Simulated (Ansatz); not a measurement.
Diatomic LiBe-, multiplicity 3 (an upper state: multiplicity 1 came lower at CCSD(T)/def2-TZVPP on PBE0 minima).

The constants come from a fifth-degree fit in 1/R (seven points, main isotopes). Runs in def2 and cc sets follow the lowest solution found near the PBE0 minimum.

Correlated levels freeze the inner cores; with def2 sets outer-core shells near the valence are correlated too.

The values were computed with Ansatz (Gaussian basis) for Hartree–Fock, density functionals and correlated methods. Values without a source in brackets are computed.

Energies at CCSD/def2-TZVPP:

```
R (Å)      E (hartree)
--------  ------------
2.457119  -22.12058473
2.523171  -22.12144539
2.583939  -22.12193067
2.652632  -22.12218776
2.721326  -22.12219260
2.800588  -22.12194913
2.893060  -22.12140729
```

With a reduced mass of 3.9449 u, find the minimum, the force constant and the constants.

A fifth-degree polynomial in 1/R puts the minimum at r_e = 2.6878 Å with force constant 20.8 N/m. Then ω_e = (1/2πc)√(k/μ) = 299 cm⁻¹ and B_e = h/(8π²cμr_e²) = 0.5915 cm⁻¹; the cubic and quartic terms give α_e = 0.013 and ω_e x_e = 4.7 cm⁻¹.

Ansatz is a first-principles code.
